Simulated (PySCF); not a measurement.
# Removing an electron from `CO[SiH](OC)C1CC1`

Compound: C5H12O2Si.
SMILES with atom numbers: `[CH3:1][O:2][SiH:3]([O:4][CH3:5])[CH:6]1[CH2:7][CH2:8]1` (hydrogens: H9, H10, H11 on C1; H12 on Si3; H13, H14, H15 on C5; H16 on C6; H17, H18 on C7; H19, H20 on C8)

Geometry (PBE0-D3(BJ)/def2-SVP, Å), atoms numbered from 1 in this order:
```xyz
20
C5H12O2Si angstrom
C     -1.368   -2.368   -0.342
O     -0.284   -1.524   -0.072
Si    -0.396    0.038    0.461
O     -1.391    0.838   -0.606
C     -2.017    2.065   -0.386
C      1.342    0.659    0.476
C      2.476   -0.300    0.772
C      2.294    0.221   -0.613
H     -1.938   -2.610    0.574
H     -0.988   -3.310   -0.763
H     -2.065   -1.916   -1.070
H     -1.049    0.116    1.809
H     -2.521    2.109    0.599
H     -1.306    2.910   -0.439
H     -2.782    2.224   -1.162
H      1.482    1.681    0.848
H      2.221   -1.347    0.958
H      3.313    0.078    1.365
H      1.916   -0.471   -1.370
H      3.006    0.960   -0.989
```

Level: wB97X-D/def2-SVPD (PySCF). Frontier orbitals with their largest atomic shares (Löwdin; up to four atoms above 4 %):

```tsv
orbital	ε (eV)	main atoms
HOMO−3	-10.45	O4 35 %, C7 15 %, C8 13 %, C5 10 %
HOMO−2	-10.22	C6 26 %, O2 19 %, C8 19 %, C7 10 %
HOMO−1	-10.10	O2 35 %, O4 14 %, C1 9 %, Si3 7 %
HOMO	-9.62	?
LUMO	2.29	C5 23 %, Si3 17 %, O4 8 %, H14 8 %
LUMO+1	2.47	C1 14 %, Si3 14 %, O2 10 %, H12 7 %
LUMO+2	2.70	C7 14 %, H16 13 %, H18 12 %, C6 9 %
```

Problem. What vertical ionisation energy does ΔSCF give, and how far is −ε(HOMO) from it?

Solution. ΔSCF: 9.73 eV (939 kJ/mol; threshold wavelength 127 nm); ⟨S²⟩ of the doublet left behind is 0.757, against 0.75 for a pure doublet. −ε(HOMO) is 9.62 eV, 0.11 eV below it. In exact Kohn–Sham theory the two would be equal; wB97X-D (range-separated hybrid) comes within 0.11 eV of that here. Holes in the HOMO−1 and HOMO−2 were tried too where these lie within 1.2 eV of the HOMO; the lowest converged state counts.

Problem. On which atoms does the HOMO lie?

Solution. O4 (silyl ether oxygen) 28 %, C6 (sp3 carbon bound to silicon) 14 %, Si3 (oxygen-bound silicon) 12 %, C7 (three-membered-ring carbon) 10 %, so no atom holds as much as 40 %. The HOMO−1 lies 0.48 eV lower.

Problem. What kinetic energy would electrons from this vertical process carry with He I light (21.218 eV)?

Solution. 21.22 − 9.73 = 11.49 eV.

Problem. Shift the occupied levels rigidly so that −ε(HOMO) equals the ΔSCF value. What binding energies result?

Solution. The shift is +0.11 eV: HOMO 9.73, HOMO−1 10.21, HOMO−2 10.33, HOMO−3 10.56 eV. A rigid shift is only a rough guide to the deeper ionisations.

Problem. How many of the 10 lowest singlet excitations (vertical TDDFT, same level) lie below the ionisation energy?

Solution. All 10; they run from 7.61 to 8.69 eV.

Problem. What total energies stand behind the ΔSCF value?

Solution. E(N) = -637.29221 Eh and E(N − 1) = -636.93456 Eh at the same geometry, 0.35765 Eh apart.

Geometry: PBE0-D3(BJ)/def2-SVP, one conformer, isolated molecule.

These values come from a run that also computed excited states and ΔSCF ions. Time: 14 min; peak memory 1.2 GiB. Hardware: Arm Neoverse N1, one thread, shared host with 64 logical CPUs at a one-minute load of 61.

The pairwise dispersion term of wB97X-D wasn't added to the energies; at a given geometry it leaves orbitals and properties as they are.
